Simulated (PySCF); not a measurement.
# Computed properties of B(GeH3)(H)2 (BGeH5), SMILES [BH2][GeH3]

B(GeH3)(H)2 (BGeH₅), SMILES [BH2][GeH3]. The structure is a stationary point at ωB97X-D3(BJ)/def2-TZVP. The values are those of a single conformer. All values are computed for the isolated molecule unless a solvent is named; none is compared with measurement here.

**Structure.** The optimised structure has Cs symmetry. All 15 harmonic modes at ωB97X-D3(BJ)/def2-TZVP (PySCF) are real, so it is a minimum.

**Vibrations.** The strongest infrared lines (harmonic, unscaled, degenerate partners summed) lie at 2172 cm⁻¹ (149 km/mol, H 98 %), 833 cm⁻¹ (140 km/mol, H 97 %), 2152 cm⁻¹ (112 km/mol, H 99 %). The softest mode is at 55 cm⁻¹ and the zero-point energy is 26.8 kcal/mol.

**Electronic structure.** HF/def2-TZVPD (PySCF) places the frontier levels at -11.16 and 1.04 eV, a gap of 12.20 eV, and gives a dipole moment of 0.62 D and a mean polarisability of 46.4 bohr³.

**Excitations.** TDDFT-M06-2X/def2-SVPD (PySCF) has S1 at 3.98 eV (312 nm, f = 0.003, weak); the most intense of the 10 singlets computed lies at 8.36 eV (f = 0.45). T1 (TDA) is at 3.38 eV. No vertical singlet excitation falls in the visible range (under 3.1 eV).

**NMR.** GIAO shifts at KT2/pcSseg-2 (PySCF) (non-relativistic, atoms alike by connectivity averaged): ¹H from 4.0 to 11.0 ppm against TMS; ¹¹B at 113.4 ppm against BF3.
